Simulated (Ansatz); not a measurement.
`[PH2][GeH2][SH]` → PH₃ + `[SH][GeH]` at 298.15 K and 1 bar (germylene formation by 1,1-elimination).

Calculated with Ansatz (gas phase, PBE0-D4/def2-TZVP geometries, no zero-point term in ΔE). CCSD(T)/CBS adds triple-zeta CCSD(T) − MP2 to the extrapolated MP2 energy (def2 sets, frozen cores). This one scheme is used for every species. For Ge outer-core shells are correlated without core-valence functions, which leaves a few kJ/mol of doubt a bond. Scalar relativity is left out up to krypton. Each species was taken in one conformer, which may not be the lowest.

| species | CCSD(T)/CBS energy (Eh) | H − E (kJ/mol) | S (J/(mol·K)) |
| --- | --- | --- | --- |
| `[PH2][GeH2][SH]` | -2817.85197 | 132.3 | 340.1 |
| PH₃ | -342.72256 | 73.1 | 210.2 |
| `[SH][GeH]` | -2475.08182 | 53.3 | 270.6 |

H − E and S are ideal-gas, rigid-rotor, harmonic terms from PBE0-D4/def2-TZVP, for one conformer and one mirror image of each species. 1 Eh = 2625.50 kJ/mol, R = 8.31446 J/(mol·K).

Problem. By hand: ΔE, ΔH, ΔS and ΔG.

Solution. ΔE = (-342.72256) + (-2475.08182) − (-2817.85197) = 0.04759 Eh = 124.9 kJ/mol. Δ(H − E) = 73.1 + 53.3 − 132.3 = -5.9, so ΔH = 119.0 kJ/mol. ΔS = 210.2 + 270.6 − 340.1 = 140.7 J/(mol·K). ΔG = 119.0 − 298.15 × (140.7)/1000 = 77.1 kJ/mol.

Problem. By hand: the equilibrium constant, and the temperature at which ΔG would vanish if ΔH and ΔS stayed fixed.

Solution. log₁₀ K = −ΔG/(RT ln 10) = -13.5. ΔG = 0 at ΔH/ΔS = 846 K.

The number of gas molecules changes by +1, which sets the sign of ΔS. A doubt of 5 kJ/mol in ΔE shifts log₁₀ K by 0.9 here. Other conformers and mirror images would add mixing entropy, several J/(mol·K) or more a flexible species. These are equilibria of isolated gas molecules and say nothing of rates. Largest T1 diagnostic: 0.015 (customary marks: 0.02 for closed shells, 0.045 for open ones).
